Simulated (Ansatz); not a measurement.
C2H8SeSi can be A, `C[SiH](C)[SeH]`, or B, `C[Se]C[SiH3]`.

Gas-phase electronic energies from Ansatz, PBE0-D4/def2-TZVP geometries. CBS: MP2 limit from def2 TZ/QZ plus the TZ coupled-cluster correction, frozen cores. DFT in def2-TZVPP. B3LYP here is the variant with VWN-RPA as its local correlation; programs differ in this. For Se outer-core shells are correlated without core-valence functions, which leaves a few kJ/mol of doubt a bond. Scalar relativity is left out up to krypton. One conformer a species, not always the lowest.

A:

Z-matrix (Å, degrees):
```
C
Si 1 1.866
H 1 1.093 2 110.9
H 1 1.092 2 111.2 3 120.6
H 1 1.093 2 110.1 3 -119.6
C 2 1.866 1 112.1 3 59.9
Se 2 2.293 1 105.4 3 -60.9
H 2 1.489 1 110.2 3 -178.2
H 6 1.092 2 111.0 1 -178.3
H 6 1.094 2 110.3 1 62.0
H 6 1.092 2 110.7 1 -58.2
H 7 1.469 2 93.4 1 -178.4
```

B:

Z-matrix (Å, degrees):
```
C
Se 1 1.942
H 1 1.090 2 106.9
H 1 1.089 2 110.3 3 -118.8
H 1 1.089 2 110.3 3 118.8
C 2 1.945 1 97.6 3 180.0
Si 6 1.877 2 111.1 1 179.4
H 6 1.093 2 109.0 1 58.8
H 6 1.093 2 109.1 1 -59.7
H 7 1.488 6 109.1 2 179.6
H 7 1.485 6 110.3 2 -60.7
H 7 1.486 6 110.3 2 59.9
```

Q: Which isomer does CCSD(T)/CBS put lower? Give the gap. (An estimate is asked.)

A: The calculation gave: A, by 162.2 kJ/mol.

Q: Give E(B) − E(A) in kJ/mol with B2PLYP, CCSD/def2-TZVPP, r2SCAN-D4, CCSD(T)/def2-TZVPP, MP2/def2-TZVPP, B3LYP, PBE0-D4. (Best estimate.)

A: The calculation gave: B2PLYP 158.4, CCSD/def2-TZVPP 156.9, r2SCAN-D4 169.3, CCSD(T)/def2-TZVPP 155.5, MP2/def2-TZVPP 158.6, B3LYP 158.3, PBE0-D4 166.5. None reverses the order clearly.

Q: Does the order hold for the free energy at 298.15 K (harmonic terms from PBE0-D4)? (An estimate is asked.)

A: Ansatz gave: Yes: G(B) − G(A) = +156.5 kJ/mol, for one conformer each. Modes under 60 cm⁻¹, often nearly free rotors, make the harmonic entropy too high.

Largest T1 diagnostic: 0.009.

Leaving LDA and LC-ωPBE aside and taking each functional with its dispersion term where it has one, the values, not all of them listed here, spread over 18.1 kJ/mol, from BLYP-D4 to r2SCAN0-D4. LDA lies +6.8 kJ/mol from PBE without D4. At CCSD(T), def2-SVP lies −3.7 kJ/mol from the extrapolated value and def2-TZVPP −6.7 kJ/mol.
